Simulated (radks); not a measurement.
Results of a calculation; reference values are marked as such.
Species: S14+. Configuration: [He].

Code: a radial shooting solver on a logarithmic mesh with Libxc functionals. Model: Dirac Kohn-Sham, PBE, spin-unpolarised, spherical densities, point nucleus.

Energy parts (eV):
| part | energy |
|---|---|
| total | -6715.666 |
| kinetic | 6759.977 |
| electron-nucleus | -13746.550 |
| Hartree | 534.061 |
| exchange-correlation | -263.154 |

Orbitals (lengths in bohr, moments of r in powers of bohr; <r^-3> diverges for s and p1/2; r(90%) holds 90 % of the orbital's charge):
| orbital | occ. | eigenvalue (eV) | r(90%) | <r> | <r^-3> | small-component weight |
|---|---|---|---|---|---|---|
| 1s1/2 | 2 | -3126.996 | 0.171 | 0.09576 | - | 3.28e-03 |

The highest occupied level is 1s1/2 at -3127.0 eV. For comparison, the ionisation energy in NIST's Atomic Spectra Database is 3223.8 eV (theoretical). In exact Kohn-Sham theory the highest level is minus the ionisation energy, but local and semilocal functionals leave it too shallow, through self-interaction and a potential that decays too fast; potentials with the right tail come closer. Summed over all electrons, <r^2> = 0.02459 bohr^2, which gives a Langevin (diamagnetic) susceptibility term of -0.0195 x 10^-6 cm^3/mol. The density falls to 0.001 e/bohr^3 at r = 0.48 bohr.
